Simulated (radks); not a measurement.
Rh4+, configuration [Kr] 4d4 6p1 (not the ground configuration). Method: Dirac Kohn-Sham, LDA (Slater exchange, Perdew-Wang correlation), spin-unpolarised, spherical densities, point nucleus; open shells fill j = l - 1/2 first; computed with a radial shooting solver on a logarithmic mesh with Libxc functionals.

Radial electron density D(r) = 4 pi r^2 rho(r):

r (bohr)  D(r) (e/bohr)
0.004319          12.55
0.005029          15.70
0.005807          19.21
0.006761          23.50
0.007871          28.36
0.009163          33.67
0.01058           38.94
0.01232           44.49
0.01434           49.61
0.0167            53.84
0.01928           56.59
0.02245           57.83
0.02613           57.25
0.03042           55.14
0.03541           52.32
0.0409            50.09
0.04761           49.50
0.05543           51.72
0.06453           56.84
0.07452           63.23
0.08676           69.24
0.101             71.75
0.1176            69.01
0.1358            62.13
0.1581            53.41
0.184             47.51
0.2142            47.26
0.2474            51.37
0.288             55.87
0.3353            55.32
0.3904            47.55
0.4508            35.81
0.5249            23.87
0.611             16.56
0.7113            14.44
0.8281            14.79
0.9564            14.54
1.113             12.35
1.296             8.828
1.509             5.340
1.743             2.885
2.029             1.304
2.362            0.4785
2.749            0.1220
3.175           0.07047
3.696            0.1930
4.303            0.3243
5.01             0.3208
5.786            0.2065
6.735           0.08284
7.841           0.02051
9.128          0.003021
10.54         0.0002916

D(r) has 5 maxima, at r = 0.0230, 0.101, 0.307, 0.876, 4.62 bohr, and minima at 0.0457, 0.199, 0.723, 3.05 bohr, inside which lie 2.04, 11.12, 29.22, 40.12 electrons.
